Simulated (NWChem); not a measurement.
System: GeBrF3; SMILES [F][Ge]([F])([Br])[F]

Here is an NWChem input.

```
start job
memory heap 200 mb stack 900 mb global 1100 mb
geometry units angstroms noautosym nocenter noautoz
  F     -0.470220    -1.514155    -1.299845
  Ge     0.000000     0.000000    -0.666537
  F     -1.076187     1.164300    -1.299845
  F      1.546407     0.349855    -1.299845
  Br     0.000000     0.000000     1.574692
end
basis spherical
  * library pcsseg-1
end
dft
  xc kt2
  iterations 150
end
property
  shielding 3 1 2 5
  efieldgrad
end
task dft property
```

Excerpt of the output:

```
             Northwest Computational Chemistry Package (NWChem) 7.3.0
             --------------------------------------------------------

                             Geometry "geometry" -> ""
                             -------------------------

 Output coordinates in angstroms (scale by  1.889725989 to convert to a.u.)

  No.       Tag          Charge          X              Y              Z
 ---- ---------------- ---------- -------------- -------------- --------------
    1 F                    9.0000    -0.47022000    -1.51415500    -1.29984500
    2 Ge                  32.0000     0.00000000     0.00000000    -0.66653700
    3 F                    9.0000    -1.07618700     1.16430000    -1.29984500
    4 F                    9.0000     1.54640700     0.34985500    -1.29984500
    5 Br                  35.0000     0.00000000     0.00000000     1.57469200

 Effective nuclear repulsion energy (a.u.)     731.3981487179

                              NWChem Property Module
                              ----------------------

  itol2e modified to match energy
  convergence criterion.

                                 NWChem DFT Module
                                 -----------------

 Summary of "ao basis" -> "ao basis" (spherical)
 ------------------------------------------------------------------------------
       Tag                 Description            Shells   Functions and Types
 ---------------- ------------------------------  ------  ---------------------
 F                          pcsseg-1                 7       17   3s3p1d
 Ge                         pcsseg-1                15       41   5s7p3d
 Br                         pcsseg-1                15       41   5s7p3d

  itol2e modified to match energy
  convergence criterion.

            General Information
            -------------------
          SCF calculation type: DFT
          Wavefunction type:  closed shell.
          No. of atoms     :     5
          No. of electrons :    94
           Alpha electrons :    47
            Beta electrons :    47
          Charge           :     0
          Spin multiplicity:     1
          Use of symmetry is: off; symmetry adaption is: off
          Maximum number of iterations: 150
          AO basis - number of functions:   133
                     number of shells:    51
          Convergence on energy requested:  1.00D-07
          Convergence on density requested:  1.00D-05
          Convergence on gradient requested:  5.00D-04

              XC Information
              --------------
                          KT2 Method XC Functional
                        Slater Exchange Functional  1.072 local
                           KT1 gradient correction  1.000 non-local
            Perdew 1991 LDA Correlation Functional  0.577 local

             Grid Information
             ----------------
          Grid used for XC integration:  fine
          Radial quadrature: Mura-Knowles
          Angular quadrature: Lebedev.
          Tag              B.-S. Rad. Rad. Pts. Rad. Cut. Ang. Pts.
          ---              ---------- --------- --------- ---------
          F                   0.50       70           9.0       590
          Ge                  1.25      140           8.0       974
          Br                  1.15      140           9.0       974
          Grid pruning is: on
          Number of quadrature shells:   490
          Spatial weights used:  Erf1

      Superposition of Atomic Density Guess
      -------------------------------------

 Sum of atomic energies:       -4945.25912356

      Non-variational initial energy
      ------------------------------

 Total energy =   -4945.884071
 1-e energy   =   -8356.089071
 2-e energy   =    2678.806851
 HOMO         =      -0.417702
 LUMO         =      -0.040198

   convergence    iter        energy       DeltaE   RMS-Dens  Diis-err
 ---------------- ----- ----------------- --------- --------- ---------
 d= 0,ls=0.0,diis     1  -4972.2461304395 -5.70D+03  1.78D-02  6.29D+00
 d= 0,ls=0.0,diis     2  -4971.8881773354  3.58D-01  1.47D-02  6.57D+00
 d= 0,ls=0.0,diis     3  -4972.2759787608 -3.88D-01  4.01D-03  2.06D+00
 d= 0,ls=0.0,diis     4  -4972.4217407722 -1.46D-01  1.46D-03  3.33D-02
 d= 0,ls=0.0,diis     5  -4972.4239775781 -2.24D-03  6.74D-04  9.29D-03
  Resetting Diis
 d= 0,ls=0.0,diis     6  -4972.4250647229 -1.09D-03  1.57D-04  9.95D-04
 d= 0,ls=0.0,diis     7  -4972.4251390654 -7.43D-05  7.16D-05  5.38D-05
 d= 0,ls=0.0,diis     8  -4972.4251298354  9.23D-06  4.47D-05  1.74D-04
 d= 0,ls=0.0,diis     9  -4972.4251431690 -1.33D-05  6.85D-06  3.80D-06
 d= 0,ls=0.0,diis    10  -4972.4251433554 -1.86D-07  1.56D-06  7.48D-08
 d= 0,ls=0.0,diis    11  -4972.4251433621 -6.77D-09  3.01D-07  1.63D-09

         Total DFT energy =    -4972.425143362126
      One electron energy =    -8359.081726669756
           Coulomb energy =     2879.798274326698
    Exchange-Corr. energy =     -224.539839737001
 Nuclear repulsion energy =      731.398148717933

 Numeric. integr. density =       93.999999551383

                       DFT Final Molecular Orbital Analysis
                       ------------------------------------

 Vector   45  Occ=2.000000D+00  E=-3.760648D-01
              MO Center=  4.5D-07,  1.6D-06, -1.1D-01, r^2= 4.3D+00
   Bfn.  Coefficient  Atom+Function         Bfn.  Coefficient  Atom+Function
  ----- ------------  ---------------      ----- ------------  ---------------
   118      0.365791  5 Br pz               115      0.348262  5 Br pz
     9      0.222001  1 F  pz                67      0.222001  3 F  pz
    84      0.222001  4 F  pz                12      0.190979  1 F  pz
    70      0.190979  3 F  pz                87      0.190979  4 F  pz
   109     -0.129952  5 Br pz                 6      0.119268  1 F  pz

 Vector   46  Occ=2.000000D+00  E=-3.167185D-01
              MO Center=  1.7D-02,  1.4D-02,  1.4D+00, r^2= 1.9D+00
   Bfn.  Coefficient  Atom+Function         Bfn.  Coefficient  Atom+Function
  ----- ------------  ---------------      ----- ------------  ---------------
   116      0.564189  5 Br px               113      0.527941  5 Br px
   107     -0.199225  5 Br px               110     -0.143004  5 Br px
    84     -0.086073  4 F  pz                87     -0.084722  4 F  pz
    67      0.060474  3 F  pz               101      0.060652  5 Br px
    70      0.059525  3 F  pz                81     -0.046952  4 F  pz

 Vector   47  Occ=2.000000D+00  E=-3.167185D-01
              MO Center= -1.7D-02, -1.4D-02,  1.4D+00, r^2= 1.9D+00
   Bfn.  Coefficient  Atom+Function         Bfn.  Coefficient  Atom+Function
  ----- ------------  ---------------      ----- ------------  ---------------
   117      0.564189  5 Br py               114      0.527941  5 Br py
   108     -0.199225  5 Br py               111     -0.143004  5 Br py
     9      0.084609  1 F  pz                12      0.083281  1 F  pz
    67     -0.064474  3 F  pz                70     -0.063462  3 F  pz
   102      0.060652  5 Br py                 6      0.046154  1 F  pz

 Vector   48  Occ=0.000000D+00  E=-1.211129D-01
              MO Center=  1.6D-07,  2.9D-07, -4.5D-02, r^2= 3.6D+00
   Bfn.  Coefficient  Atom+Function         Bfn.  Coefficient  Atom+Function
  ----- ------------  ---------------      ----- ------------  ---------------
    22      0.797108  2 Ge s                 21      0.673322  2 Ge s
   118      0.543521  5 Br pz                20     -0.489853  2 Ge s
   115      0.314563  5 Br pz                97     -0.247431  5 Br s
    96     -0.233971  5 Br s                  3     -0.205526  1 F  s
    61     -0.205526  3 F  s                 78     -0.205526  4 F  s

 Vector   49  Occ=0.000000D+00  E=-1.147899D-02
              MO Center=  1.4D-01,  6.8D-02, -1.9D-01, r^2= 3.3D+00
   Bfn.  Coefficient  Atom+Function         Bfn.  Coefficient  Atom+Function
  ----- ------------  ---------------      ----- ------------  ---------------
    42      0.824859  2 Ge py                39      0.371395  2 Ge py
   117     -0.286795  5 Br py                55      0.229387  2 Ge d -1
     3      0.210440  1 F  s                 61     -0.185535  3 F  s
   114     -0.175864  5 Br py                86     -0.151513  4 F  py
   130     -0.145072  5 Br d -1              83     -0.129756  4 F  py

 Vector   50  Occ=0.000000D+00  E=-1.147896D-02
              MO Center= -1.4D-01, -6.8D-02, -1.9D-01, r^2= 3.3D+00
   Bfn.  Coefficient  Atom+Function         Bfn.  Coefficient  Atom+Function
  ----- ------------  ---------------      ----- ------------  ---------------
    41      0.824859  2 Ge px                38      0.371395  2 Ge px
   116     -0.286795  5 Br px                57     -0.229387  2 Ge d  1
    78     -0.228616  4 F  s                113     -0.175864  5 Br px
   132      0.145072  5 Br d  1              61      0.135877  3 F  s
    10     -0.129897  1 F  px                32     -0.127248  2 Ge px

     Multipole analysis of the density
     ---------------------------------

     L   x y z        total         alpha         beta         nuclear
     -   - - -        -----         -----         ----         -------
     0   0 0 0     -0.000000    -47.000000    -47.000000     94.000000

     1   1 0 0     -0.000000     -0.000000     -0.000000      0.000000
     1   0 1 0     -0.000000     -0.000000     -0.000000     -0.000000
     1   0 0 1      0.650789      1.563901      1.563901     -2.477013

     2   2 0 0    -38.372573    -79.779997    -79.779997    121.187422
     2   1 1 0      0.000000      0.000006      0.000006     -0.000011
     2   1 0 1      0.000000      0.000000      0.000000      0.000000
     2   0 2 0    -38.372571    -79.779972    -79.779972    121.187372
     2   0 1 1      0.000000      0.000000      0.000000      0.000000
     2   0 0 2    -36.225513   -279.914144   -279.914144    523.602774

          -----------------------
          Electric field gradient
          -----------------------

 1 a.u. = 0.324123 10**(16) esu/cm**3  ( or statvolts/cm**2 ) = 0.97174 10**(22) v/m**2

 ------------------------------------------------------------
   Atom      X         Y         Z
 ------------------------------------------------------------
    1 F   -0.88859  -2.86134  -2.45635
 ------------------------------------------------------------

 Electric field gradient in molecular frame (a.u.)
         XX             YY             ZZ             XY             XZ             YZ
 ------------------------------------------------------------------------------------------
        0.734544      -1.264805       0.530261      -0.687168      -0.304587      -0.980799

 Principal components (a.u.) and orientation
 of principal axis w.r.t. absolute frame                      Asymmetry parameter eta
 --------------------------------------------------------------------------------------
       -1.910364       0.962420       0.947944                       0.007578

        0.273361      -0.115023       0.955010
        0.880251      -0.370408      -0.296575
        0.387856       0.921720      -0.000006

 ------------------------------------------------------------
   Atom      X         Y         Z
 ------------------------------------------------------------
    2 Ge   0.00000   0.00000  -1.25957
 ------------------------------------------------------------

 Electric field gradient in molecular frame (a.u.)
         XX             YY             ZZ             XY             XZ             YZ
 ------------------------------------------------------------------------------------------
       -0.046073      -0.046071       0.092145      -0.000000       0.000001      -0.000000

 Principal components (a.u.) and orientation
 of principal axis w.r.t. absolute frame                      Asymmetry parameter eta
 --------------------------------------------------------------------------------------
        0.092145      -0.046073      -0.046071                       0.000024

        0.000008       0.988078      -0.153954
       -0.000001       0.153954       0.988078
        1.000000      -0.000007       0.000002

 ------------------------------------------------------------
   Atom      X         Y         Z
 ------------------------------------------------------------
    3 F   -2.03370   2.20021  -2.45635
 ------------------------------------------------------------

 Electric field gradient in molecular frame (a.u.)
         XX             YY             ZZ             XY             XZ             YZ
 ------------------------------------------------------------------------------------------
       -0.169864      -0.360398       0.530261       1.209328      -0.697104       0.754179

[...]

          -----------------------------------------
          Chemical Shielding Tensors (GIAO, in ppm)
          -----------------------------------------

                                NWChem CPHF Module
                                ------------------

  scftype          =     RHF
  nclosed          =       47
  nopen            =        0
  variables        =     4042
  # of vectors     =        3
  tolerance        = 0.10D-03
  level shift      = 0.00D+00
  max iterations   =       50
  max subspace     =       30

 SCF residual:    2.1185635945563528E-005

Iterative solution of linear equations
  No. of variables     4042
  No. of equations        3
  Maximum subspace       30
        Iterations       50
       Convergence  1.0D-04

   iter   nsub   residual    time
   ----  ------  --------  ---------
     1      3    6.70D-06      72.4

      Atom:    1  F
        Diamagnetic
    468.7624      6.9315      3.1612
      6.9315    488.9300     10.1794
      3.1612     10.1794    472.7318

        Paramagnetic
   -267.7009     32.4340     24.3179
     32.4340   -173.3326     78.3060
     24.3179     78.3060   -216.0038

        Total Shielding Tensor
    201.0615     39.3655     27.4791
     39.3655    315.5973     88.4854
     27.4791     88.4854    256.7280

           isotropic =     257.7956
          anisotropy =     200.5777

          Principal Components and Axis System
                 1           2           3
              391.5141    193.0362    188.8365

      1         0.2444     -0.1680      0.9550
      2         0.7870     -0.5410     -0.2966
      3         0.5665      0.8241      0.0000

      Atom:    2  Ge
        Diamagnetic
   2760.4334      0.0000     -0.0000
      0.0000   2760.4334     -0.0000
     -0.0000     -0.0000   2767.3182

        Paramagnetic
  -1460.4519     -0.0000      0.0000
     -0.0000  -1460.4518      0.0000
      0.0000      0.0000  -1314.7535

        Total Shielding Tensor
   1299.9816     -0.0000      0.0000
     -0.0000   1299.9816      0.0000
      0.0000      0.0000   1452.5647

           isotropic =    1350.8426
          anisotropy =     152.5831

          Principal Components and Axis System
                 1           2           3
             1452.5647   1299.9817   1299.9816

      1         0.0000     -0.3768      0.9263
      2         0.0000      0.9263      0.3768
      3         1.0000     -0.0000     -0.0000

      Atom:    3  Br
        Diamagnetic
   3123.8014     -0.0000     -0.0000
     -0.0000   3123.8014     -0.0000
     -0.0000     -0.0000   3136.9165

        Paramagnetic
   -974.9185     -0.0000     -0.0000
     -0.0000   -974.9187     -0.0001
     -0.0000     -0.0001   -168.2732

        Total Shielding Tensor
   2148.8829     -0.0000     -0.0000
     -0.0000   2148.8827     -0.0001
     -0.0000     -0.0001   2968.6434

           isotropic =    2422.1363
          anisotropy =     819.7606

          Principal Components and Axis System
                 1           2           3
             2968.6434   2148.8829   2148.8827

      1        -0.0000      0.9879      0.1552
      2        -0.0000     -0.1552      0.9879
      3         1.0000      0.0000      0.0000
```

Level: KT2/pcSseg-1, GIAO. Structure relaxed at the PBE0/def2-SVP level. NWChem prints the field gradient with the sign opposite to the second derivative of the potential. The output numbers the shielded atoms by their place in the input's list. The printed shielding anisotropy is the first printed principal value minus the mean of the other two.
